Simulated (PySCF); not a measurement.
**Electron correlation in Ni⁺ (nickel, charge +1)**

[Ar] 3d8 4s1, high-spin 4F determinant (an excited configuration). Calculation: PySCF 2.14, in x2c-TZVPPall with one added diffuse shell each of s, p, d, f type (7s6p5d3f1g, 80 functions); scalar relativity by spin-free X2C-1e. Frozen: [Ne]; 17 electrons correlated.

```csv
level,correlation energy (mhartree)
CCSD,-585.34
(T),-12.25
CCSD(T),-597.59
```

Diagnostics: T1 = 0.012, D1 = 0.0345, largest double amplitude 0.018.

Cost of the coupled-cluster step: roughly 25 core-seconds, for 17 correlated electrons.

This basis was not built for core-valence correlation, so the inner-shell part is incomplete.
